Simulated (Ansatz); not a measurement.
`[F][Nb]([F])([F])([F])[Cl]` + HCl → `[F][Nb]([F])([F])([Cl])[Cl]` + H–F at 700 K and 1 bar (ligand exchange at the Nb–F bond).

Gas-phase electronic energies from Ansatz, PBE0-D4/def2-TZVP geometries. CCSD(T)/CBS adds triple-zeta CCSD(T) − MP2 to the extrapolated MP2 energy (def2 sets, frozen cores). This one scheme is used for every species. def2 core potentials past Kr. For Nb outer-core shells are correlated without core-valence functions, which leaves a few kJ/mol of doubt a bond.

```csv
species,CCSD(T)/CBS energy (Eh),H − E (kJ/mol),S (J/(mol·K))
`[F][Nb]([F])([F])([F])[Cl]`,-916.14557,98.1,469.0
HCl,-460.38127,38.4,211.8
`[F][Nb]([F])([F])([Cl])[Cl]`,-1276.12242,97.4,487.4
H–F,-100.39570,45.2,198.5
```

H − E and S are ideal-gas, rigid-rotor, harmonic terms from PBE0-D4/def2-TZVP. 1 Eh = 2625.50 kJ/mol, R = 8.31446 J/(mol·K).

By hand: ΔE, ΔH, ΔS and ΔG.

ΔE = (-1276.12242) + (-100.39570) − (-916.14557) − (-460.38127) = 0.00872 Eh = 22.9 kJ/mol. Δ(H − E) = 97.4 + 45.2 − 98.1 − 38.4 = 6.1, so ΔH = 29.0 kJ/mol. ΔS = 487.4 + 198.5 − 469.0 − 211.8 = 5.1 J/(mol·K). ΔG = 29.0 − 700 × (5.1)/1000 = 25.4 kJ/mol.

By hand: the equilibrium constant, and the temperature at which ΔG would vanish if ΔH and ΔS stayed fixed.

log₁₀ K = −ΔG/(RT ln 10) = -1.9. ΔG = 0 at ΔH/ΔS = 5686 K, far beyond where these terms or the molecules hold.

The number of gas molecules stays the same, so ΔS is small and ΔH decides. A doubt of 5 kJ/mol in ΔE shifts log₁₀ K by 0.4 here. Modes under 60 cm⁻¹, often nearly free rotors, make the harmonic entropy too high. These are equilibria of isolated gas molecules and say nothing of rates. Largest T1 diagnostic: 0.021 (customary marks: 0.02 for closed shells, 0.045 for open ones).
